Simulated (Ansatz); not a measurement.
Results of the Gaussian-basis code of Ansatz.

A structure relaxed at PBE0-D4/def2-TZVP, charge 0, multiplicity 1:

Cartesian coordinates in Å:
```
F 0.3380 -2.6773 -0.7142
Al -0.3008 -1.6026 0.3560
Br 1.4979 -0.0674 0.9628
Al 0.3008 1.6026 -0.3560
F -0.3374 2.6784 0.7135
Br -1.4985 0.0676 -0.9619
H -1.1262 -2.0351 1.6097
H 1.1262 2.0338 -1.6100
```

Task: Give its formula and SMILES.

Result: Al2Br2F2H2, `[F][Al@H-]1[Br+][Al@H-]([F])[Br+]1`.

Task: Point group (tolerance 0.08 Å, 0.16 Å for H)?

Result: C2h.

Task: Summarise the bond lengths by kind.

Result: 2 × Al–F 1.646 Å; 4 × Al–Br 2.441 to 2.442 Å; 2 × Al–H 1.562 Å.
